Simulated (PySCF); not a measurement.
# EPR parameters of [C3H9FSi3]+

C3H9FSi3 (charge +1 and doublet state).
Geometry (GFN2-xTB, Å), atoms numbered from 1 in this order:
```
atom  x, y, z in Å
F1     3.7837   -0.8672   -0.0726
C2     3.4728    0.4676   -0.1063
C3     2.0383    0.6413   -0.0747
C4     0.8291    0.7035   -0.0461
Si5   -1.0037    0.7360    0.0005
Si6   -1.9012   -0.6272   -1.8236
Si7   -1.8034   -0.4985    1.9567
H8     3.8956    0.8830   -1.0303
H9     3.9419    0.9388    0.7672
H10   -1.3385    2.1634   -0.0418
H11   -1.4071    0.0130   -3.0341
H12   -3.3489   -0.5339   -1.6586
H13   -1.3734   -1.9671   -1.5945
H14   -3.2579   -0.4179    1.8568
H15   -1.2529    0.2252    3.0937
H16   -1.2820   -1.8509    1.7964
```

The hyperfine couplings belong to this conformer and change with its torsions.

The species is `FC[C+]=[C][SiH]([SiH3])[SiH3]` [radical] (charge +1).

Computed with PySCF 2.14.0, UKS B3LYP, pcH-1 on C F H Si, non-relativistic, mean-field spin-orbit, GIAO. Isolated species at its GFN2-xTB geometry, gas phase. Couplings are sensitive to structure, and on GFN2-xTB geometries they can be far from those on DFT ones, by a factor of two or more for some ions and for spin on atoms past the first row. The SCF solution wasn't tested for stability.

- g1, g2, g3: 2.00334, 2.00609, 2.01507
- g_iso: 2.00817
- Form of g: rhombic: the two nearest values differ by 23 % of g3 − g1
- ⟨S²⟩: 0.7554 (exact 0.7500)
- α and β electrons: 39, 38
- Total energy: -1087.71330 Eh
- Basis functions: 295

Hyperfine couplings atom by atom, in MHz; T1 to T3 are the principal values of the dipolar part:

```csv
atom,isotope,a_iso,of which spin–orbit,T1,T2,T3,Mulliken spin population
F1,19F,1.1,0.3,-12.2,-7.5,19.6,0.00
C2,13C,-10.9,0.0,-2.2,-1.2,3.4,-0.01
C3,13C,11.7,0.1,-20.4,-19.3,39.7,0.23
C4,13C,-5.7,0.2,-13.1,-6.3,19.4,0.05
Si5,29Si,38.6,-0.1,-72.8,32.8,40.0,0.24
Si6,29Si,-32.1,0.0,-55.6,27.0,28.5,0.20
Si7,29Si,-32.0,0.0,-55.4,27.0,28.4,0.20
H8,1H,54.4,0.0,-2.6,-1.3,3.9,0.02
H9,1H,54.6,0.0,-2.6,-1.3,3.9,0.02
H10,1H,-14.5,0.0,-4.4,-0.3,4.7,-0.01
H11,1H,54.5,0.0,-3.9,0.5,3.4,0.03
H12,1H,16.4,0.0,-3.6,0.1,3.5,0.01
H13,1H,1.5,0.0,-3.3,-0.2,3.6,0.00
H14,1H,16.3,0.0,-3.6,0.1,3.5,0.01
H15,1H,54.7,0.0,-3.9,0.5,3.4,0.03
H16,1H,1.4,0.0,-3.3,-0.2,3.6,0.00
```

The largest Mulliken spin populations are on Si5 (+0.24), C3 (+0.23), Si6 (+0.20) and Si7 (+0.20). Four atoms exceed +0.15.

The SMILES `FC[C+]=[C][SiH]([SiH3])[SiH3]` draws the unpaired electron on C4, whose computed spin population is only +0.05.

Axes: g3 points within 11° of the C2–C3 bond.

Under fast tumbling the dipolar parts average out, and these isotropic splittings remain: 2 × 1H (H8/H9, I = 1/2, 3 lines) with 1.94 mT, 6 × 1H (H11 (×6), I = 1/2, 7 lines) with 0.86 mT, 1 × 1H (H10, I = 1/2, 2 lines) with 0.52 mT and 1 × 19F (F1, I = 1/2, 2 lines) with 0.04 mT.

Class means assume fast exchange of nuclei equivalent by connectivity; if that motion is slow, each nucleus keeps its own coupling. The six 1H nuclei of mean +24.2 MHz run from 1.4 to 54.7 MHz in the frozen geometry.

The 13C coupling of C3 (11.7 MHz) shows only in satellite lines or after enrichment, since that isotope makes up about 1.07 % of natural carbon.

The 29Si coupling of Si5 (38.6 MHz) shows only in satellite lines or after enrichment, since that isotope makes up about 4.7 % of natural silicon.
